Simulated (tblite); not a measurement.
Start geometry of `OCC[Si@@H](O)[SiH2]S` from a force field or distance geometry (Å):
```
atom  x, y, z in Å
O1    -2.655    0.550    0.969
C2    -2.080   -0.672    0.669
C3    -1.040   -0.612   -0.408
Si4    0.379    0.514   -0.080
O5     0.065    1.710    1.109
Si6    2.114   -0.771    0.478
S7     3.828    0.373    1.082
H8    -2.516    1.224    0.256
H9    -1.586   -1.080    1.577
H10   -2.870   -1.396    0.344
H11   -1.563   -0.340   -1.369
H12   -0.684   -1.651   -0.577
H13    0.752    1.195   -1.321
H14   -0.145    2.550    0.582
H15    1.722   -1.670    1.553
H16    2.456   -1.577   -0.710
H17    3.816    1.664    0.487
```

Task: What comes out of this run: GFN2-xTB geometry optimisation, gas phase (tblite)?

Result: 
```
atom  x, y, z in Å
O1    -2.4552    0.8190    0.9014
C2    -1.9989   -0.4996    0.6536
C3    -1.0743   -0.5709   -0.5555
Si4    0.4844    0.5224   -0.3117
O5     0.1965    1.6109    0.8599
Si6    2.2371   -0.7665    0.4543
S7     4.0642    0.3748    0.5073
H8    -2.9376    1.1201    0.1231
H9    -1.4684   -0.7963    1.5612
H10   -2.8592   -1.1724    0.5291
H11   -1.6362   -0.2520   -1.4355
H12   -0.8052   -1.6125   -0.7225
H13    0.6798    1.2601   -1.5714
H14   -0.7099    1.7297    1.1625
H15    2.0899   -1.3306    1.8025
H16    2.6246   -1.8685   -0.4223
H17    3.5614    1.4443    1.1035
```

The energy falls by 102.5 kJ/mol over 160 L-BFGS steps, the largest force on an atom goes from 3.11 to 0.009 eV/Å, and the atoms move by 0.459 Å rms after alignment. The bond that changes most is S7–H17 (ends: sulfur bonded to Si and H; S–H hydrogen), which shortens by 0.097 Å. Bonds longer at the end by more than 0.005 Å: 7 of 16; shorter: 9. Among the angles that change most is Si6–S7–H17, from 111.1° to 96.7°. Among the dihedrals that turn most is Si6–Si4–O5–H14, from 139° to -131°. Rotational constants go from 3199, 647.4, 588.7 to 3465, 622.3, 578.9 MHz. The orientation of the end geometry is arbitrary; only internal coordinates are fixed.

The run took 2.3 s of wall time on Arm Neoverse N1, one thread, shared host.

Its lowest GFN2-xTB frequency is 14i cm⁻¹, too small to tell a flat minimum from a shallow saddle. One conformer, not necessarily the lowest.

The numbers are calculated, not measured.
